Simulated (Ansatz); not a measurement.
Consider the substitution at a C–C bond: `C=C(C)C=S` + `[NH2][InH2]` → `S=C[NH][InH2]` + `C=CC`.

Calculated with Ansatz (gas phase, PBE0-D4/def2-TZVP geometries, no zero-point term in ΔE). CCSD(T)/CBS is the MP2 limit (def2-TZVPP, def2-QZVPP) plus CCSD(T) − MP2 in def2-TZVPP, frozen cores. DFT in def2-TZVPP. def2 core potentials past Kr. For In outer-core shells are correlated without core-valence functions, which leaves a few kJ/mol of doubt a bond. One conformer a species, not always the lowest.

`C=C(C)C=S`:

```xyz
11

C    -0.975    0.514    1.015
C    -0.051    0.045    0.164
C    -0.295   -0.111   -1.299
C     1.241   -0.322    0.717
S     2.503   -0.906   -0.110
H    -1.963    0.809    0.681
H    -0.759    0.613    2.074
H    -1.304    0.203   -1.563
H     0.426    0.477   -1.872
H    -0.151   -1.150   -1.602
H     1.327   -0.173    1.796
```

`[NH2][InH2]`:

Cartesian coordinates in Å:
```
N -0.063 -1.049 -0.100
In 0.058 0.946 0.090
H -0.363 -1.522 -0.935
H 0.165 -1.703 0.630
H 0.595 1.495 1.620
H -0.392 1.833 -1.304
```

`S=C[NH][InH2]`:

```xyz
8

S     1.214    2.410   -1.170
C     0.786    0.895   -0.725
N    -0.186    0.559    0.135
In   -0.716   -1.363    0.687
H     1.315    0.034   -1.144
H    -0.658    1.378    0.505
H     0.246   -2.531   -0.093
H    -2.001   -1.384    1.804
```

`C=CC`:

```xyz
9

C    -1.056    0.694   -0.567
C    -0.453   -0.290    0.083
C     1.007   -0.358    0.372
H    -0.500    1.547   -0.945
H    -2.125    0.685   -0.746
H    -1.052   -1.125    0.443
H     1.192   -0.413    1.449
H     1.453   -1.256   -0.068
H     1.533    0.514   -0.022
```

(1) Is it downhill or uphill in electronic energy at CCSD(T)/CBS, and by how much? (An estimate is asked.)

(2) What do these levels give: BLYP-D4, r2SCAN-D4, BHLYP-D4, HF/def2-SVP, MP2/def2-SVP, MP2/def2-TZVPP? (Estimate.)

Largest T1 diagnostic among the species: 0.018.

Results:

(1) Computed: Downhill: ΔE = -25.7 kJ/mol.

(2) The calculation gave: BLYP-D4 -34.2, r2SCAN-D4 -34.5, BHLYP-D4 -36.2, HF/def2-SVP -55.8, MP2/def2-SVP -34.0, MP2/def2-TZVPP -23.6 kJ/mol.

At CCSD(T), def2-SVP lies −9.0 kJ/mol from the extrapolated value and def2-TZVPP −1.2 kJ/mol. In def2-TZVPP, CCSD(T) changes the Hartree–Fock value by +19.5 kJ/mol (the triples alone add +2.9 kJ/mol) and MP2 by +22.8 kJ/mol.
